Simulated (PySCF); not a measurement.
**Radial density of I (iodine, neutral)**

UHF, [Kr] 4d10 5s2 5p5, 2P determinant. All numbers are calculated (PySCF 2.14, a scalar-relativistic core potential, in aug-cc-pVQZ-PP with ECP28MDF (7s7p5d3f2g, 92 functions)). This is the valence pseudo-density: the core potential removes the inner electrons and smooths the orbitals near the nucleus.

| r (bohr) | 4πr²ρ (e/bohr) | 4πr²(ρα − ρβ) |
| --- | --- | --- |
| 0.00207 | 1.449e-05 | 0.0000 |
| 0.00348 | 3.931e-05 | 0.0000 |
| 0.00586 | 0.0001004 | 0.0000 |
| 0.00986 | 0.0002321 | 0.0000 |
| 0.0166 | 0.0004842 | 0.0000 |
| 0.0279 | 0.0008484 | 0.0000 |
| 0.0469 | 0.001342 | 0.0000 |
| 0.0789 | 0.003295 | 0.0000 |
| 0.133 | 0.02279 | 0.0001 |
| 0.223 | 0.2869 | 0.0014 |
| 0.375 | 4.616 | 0.0252 |
| 0.632 | 25.57 | 0.0938 |
| 1.06 | 14.81 | 0.0080 |
| 1.79 | 4.721 | 0.5150 |
| 3.01 | 1.770 | 0.2829 |
| 5.06 | 0.1225 | 0.0145 |
| 8.50 | 0.0007202 | 0.0000 |

Energies and moments cover only the electrons outside the core potential.
